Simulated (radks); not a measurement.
Spherical quantum dot in the effective-mass picture: electrons in a hard-walled sphere of radius 4.86, all in effective atomic units (hartree* = m*/eps^2 hartree, bohr* = eps/m* bohr), one dielectric constant everywhere. Calculated with a radial shooting solver with Libxc functionals: non-relativistic Kohn-Sham, PBEsol, spin-polarised, spherical densities. Levels are named by radial order and angular momentum (1s, 1p, 1d, 2s, ...), and open shells are averaged over m.

N = 12, configuration 1s2 1p6 1d(up 4, down 0). This is the lowest configuration that the search found. Occupied and some empty levels:

| level | occupation | eigenvalue (hartree*) | <r> (bohr*) |
|---|---|---|---|
| 1s up | 1 | 3.2912 | 3.179 |
| 1s down | 1 | 3.3404 | 3.139 |
| 1p up | 3 | 3.4101 | 3.326 |
| 1p down | 3 | 3.4634 | 3.306 |
| 1d up | 4 | 3.6111 | 3.449 |
| 1d down | 0 | 3.6674 | 3.438 |
| 1f up | 0 | 3.8827 | 3.551 |
| 1f down | 0 | 3.9410 | 3.544 |
| 2s up | 0 | 4.0397 | 2.218 |
| 2s down | 0 | 4.0574 | 2.214 |
| 2p up | 0 | 4.4038 | 2.565 |
| 2p down | 0 | 4.4316 | 2.556 |

Energy (hartree*): total 22.9956, kinetic 6.7635, external 0, Hartree 19.767, exchange-correlation -3.5346.

Electron density:

| r (bohr*) | n(r) (e/bohr*^3) |
|---|---|
| 0.136 | 0.003352 |
| 0.499 | 0.004121 |
| 0.862 | 0.005985 |
| 1.23 | 0.009303 |
| 1.59 | 0.01450 |
| 1.95 | 0.02184 |
| 2.31 | 0.03102 |
| 2.68 | 0.04059 |
| 3.04 | 0.04754 |
| 3.40 | 0.04784 |
| 3.77 | 0.03862 |
| 4.13 | 0.02181 |
| 4.49 | 0.006015 |
| 4.86 | 6.120e-06 |
